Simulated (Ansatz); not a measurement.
The cluster RuO2, relaxed as a triplet with UKS B3LYP-D4/def2-TZVP in Ansatz, starting from the B3LYP-D4/def2-TZVP geometry of the neutral singlet. Force threshold 0.02 eV/Å.

In the def2 sets Ru takes a core potential; there is no spin–orbit coupling. At B3LYP-D4/def2-TZVP a singlet of charge 0 lies 0.29 eV below the triplet, each at its own geometry. The structure comes from a short search, and lower isomers may exist.

Start:

```xyz
3

Ru    0.1861   -0.0267   -0.1554
O     0.9439   -0.0725    1.3345
O    -1.1300    0.0992   -1.1791
```

```tsv
step	energy (eV)	largest force component (eV/Å)	SCF passes
1	-6677.3027	1.078	183
2	-6677.3660	0.486	67
3	-6677.4051	0.972	69
4	-6677.4271	0.031	60
5	-6677.4271	0.001	62
```

Force components are those of the run's own axes.

End:

```xyz
3

Ru    0.298   -0.043   -0.249
O     0.851   -0.061    1.336
O    -1.148    0.104   -1.087
```

By distances, no bond broke or formed. The bond that changes most is Ru1–O3, from 1.67 to 1.68 Å (atoms count from 1).

No frequencies were taken in this run, so the end may be a saddle point.

Run time 18 s (4 threads of Arm Neoverse V2 on a shared host).
